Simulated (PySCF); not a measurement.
# How the method moves the HOMO and LUMO of `C[Si](Cl)(Cl)[Si](C)(Cl)Cl`

Species: C2H6Cl4Si2.
Z-matrix (Å and degrees, PBE0-D3(BJ)/def2-SVP geometry), rows numbered from 1:
```
C 
Si  1  1.8575
Cl  2  2.0636  1  109.36
Cl  2  2.0769  1  109.54  3  -119.29
Si  2  2.3340  1  114.02  3   121.80
C   5  1.8578  2  114.13  1    75.58
Cl  5  2.0767  2  106.23  1   -45.05
Cl  5  2.0636  2  108.53  1  -162.07
H   1  1.1007  2  110.28  3   176.85
H   1  1.1007  2  109.46  3   -63.46
H   1  1.1004  2  110.47  3    56.56
H   6  1.1007  5  110.28  2   -63.88
H   6  1.1007  5  109.55  2    55.98
H   6  1.1005  5  110.36  2   175.95
```

Basis pcSseg-1 throughout (PySCF), one geometry. Geometry: PBE0-D3(BJ)/def2-SVP, one conformer, isolated molecule.

**Question.** How do the orbital energies, the gap and the dipole change with the method?

**Answer.** 
```tsv
method	kind	HOMO (eV)	LUMO (eV)	gap (eV)	μ (D)	SCF cycles
BLYP	GGA	-6.79	-1.32	5.47	2.99	14
PBE	GGA	-6.95	-1.56	5.39	3.06	14
B97-D	GGA	-6.98	-1.42	5.56	3.11	14
KT2	GGA	-7.05	-1.73	5.32	3.05	14
B97-2	global hybrid	-7.99	-0.78	7.21	3.22	13
PBE0	global hybrid	-8.20	-0.78	7.43	3.22	13
wB97X-D	range-separated hybrid	-10.04	0.91	10.95	3.28	13
```

The HOMO spans 3.25 eV, from BLYP down to wB97X-D, and the gap runs from 5.32 eV (KT2) to 10.95 eV (wB97X-D). Over the methods BLYP (0 %), PBE (0 %), B97-D (0 %), KT2 (0 %), B97-2 (21 %), PBE0 (25 %), a straight line through the gap against the share of exact exchange rises by 0.82 eV for each 10 % (correlation coefficient 0.996). The dipole ranges from 2.99 D (BLYP) to 3.28 D (wB97X-D). This basis has no diffuse functions.

The vertical ΔSCF ionisation energy at PBE0/def2-SVPD is 9.72 eV; −ε(HOMO) comes closest to it with wB97X-D (10.04 eV).
